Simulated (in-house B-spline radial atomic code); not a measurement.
A run on an ion of nuclear charge 2 with 1.3 electrons that did not converge. Method: scalar-relativistic (X2C) OLYP, spin-polarised, spherical fractional occupations, Gaussian nucleus of rms radius 1.6755 fm; computed with an all-electron radial atomic-structure program (B-spline basis).

Command:
```bash
python run_scf.py task.json out
```
Settings (nuclear radius in fm, mass in u):
```
Z                2
configuration    1s1.3
hamiltonian      x2c
method           optx,lyp
spin_polarised   True
nucleus          gauss
rms_radius       1.6755
atomic_mass      4.0026
speed_of_light   137.035999084
```

First and last ten iterations of the last attempt (damped for 15 steps, keeping 80 % of the old Fock matrix, then DIIS):
```
 iter        energy (Eh)    residual
    1          -2.313542    2.25e-02
    2          -2.337739    3.92e-03
    3          -2.337921    3.00e-03
    4          -2.338028    2.29e-03
    5          -2.338091    1.75e-03
    6          -2.338129    1.33e-03
    7          -2.338151    1.02e-03
    8    78608072.152130    1.19e+00
    9    71473327.476780    4.60e+00
   10      506290.392427    1.96e+01
  111    90352449.294920    7.81e+00
  112    90913047.188020    7.84e+00
  113    90932889.434380    7.84e+00
  114   105454150.466700    7.79e+00
  115   105473784.123100    7.84e+00
  116    90957037.922920    7.83e+00
  117    78733316.109510    7.91e+00
  118    78740853.409990    7.91e+00
  119    78732438.081970    7.91e+00
  120    93240745.948450    7.91e+00
 not converged after 120 iterations
```

The smallest residual met was 1.0e-03; the threshold is about 1e-07. No energy from this run should be used. Run time, properties included: 0.8 s on 1 thread of Arm Neoverse V2 (shared host).
